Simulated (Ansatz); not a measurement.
Job for Ansatz (a quantum-chemistry and plane-wave program): R-MP2/aug-cc-pV(T+d)Z on C3H9FSi (SMILES C[C@H](F)C[SiH3]), atoms moved off the minimum. Files ending in .json are basis or fitting sets from the Basis Set Exchange.

Ansatz 0.2 input:
```yaml
crystal:
  periodic: [false, false, false]
  atoms:
    - {symbol: C, position_ang: [1.33595061, -0.95566126, 0.84280804]}
    - {symbol: C, position_ang: [0.90096064, 0.00271929, -0.33783522]}
    - {symbol: F, position_ang: [1.97414983, 0.92734728, -0.41932737]}
    - {symbol: C, position_ang: [-0.33689261, 0.80543364, -0.06482929]}
    - {symbol: Si, position_ang: [-1.85978568, -0.24963128, -0.09793629]}
    - {symbol: H, position_ang: [0.59265000, -1.75949140, 0.87586811]}
    - {symbol: H, position_ang: [1.29720947, -0.45877489, 1.75415171]}
    - {symbol: H, position_ang: [2.30224606, -1.40904045, 0.56588668]}
    - {symbol: H, position_ang: [0.87705906, -0.49438917, -1.27865163]}
    - {symbol: H, position_ang: [-0.29857393, 1.31311626, 0.92525914]}
    - {symbol: H, position_ang: [-0.44951431, 1.48298836, -0.82658199]}
    - {symbol: H, position_ang: [-2.00111827, -1.13540511, 1.04671479]}
    - {symbol: H, position_ang: [-3.06992604, 0.54364251, -0.00116078]}
    - {symbol: H, position_ang: [-1.92877825, -1.14146994, -1.25750951]}
basis:
  gaussian:
    orbitals: aug-cc-pV_T+d_Z.json
magnetization: {spin_polarized: false}
correlation: {method: mp2, electrons: outside_noble_gas}
scf: {lower_state_search: off}
output: {forces: true}
```

Problem. Predict the final total energy.

Solution. -508.2248 hartree.
